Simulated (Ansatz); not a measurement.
Isolated molecules relaxed with PBE0-D4/def2-TZVP in Ansatz; ΔE leaves out vibrations. CBS: MP2 limit from def2 TZ/QZ plus the TZ coupled-cluster correction, frozen cores. This one scheme is used for every species. Functionals use def2-TZVPP. Each species was taken in one conformer, which may not be the lowest.

Reaction (silylene formation by 1,1-elimination): `CS[Si](O)(O)F` → `OF` + `CS[Si]O`

```json
{"level": "PBE-D4", "ΔE (kJ/mol)": "756.7"}
{"level": "ωB97M-V", "ΔE (kJ/mol)": "805.5"}
{"level": "HF/def2-TZVPP", "ΔE (kJ/mol)": "860.6"}
{"level": "MP2/def2-TZVPP", "ΔE (kJ/mol)": "852.5"}
```

(1) What does CCSD(T)/CBS give? (Estimate.)

Largest T1 diagnostic among the species: 0.014.

Answers

(1) The calculation gave: +825.5 kJ/mol. The listed levels differ from it by -68.8, -20.0, 35.1, 27.0 kJ/mol.

The D4 term adds +14.0 kJ/mol with B3LYP and +7.6 kJ/mol with PBE0; it sums over pairs of atoms, weighted by their polarisabilities, and B3LYP, whose exchange is more repulsive, gets the larger term. From PBE to PBE0 (25 % exact exchange), in def2-TZVPP and without D4, ΔE moves by +47.6 kJ/mol.

CCSD(T)/CBS has its own doubt, a few kJ/mol and more with outer-core shells, so smaller differences from it don't rank the levels.

B3LYP here is the variant with VWN-RPA as its local correlation; programs differ in this.
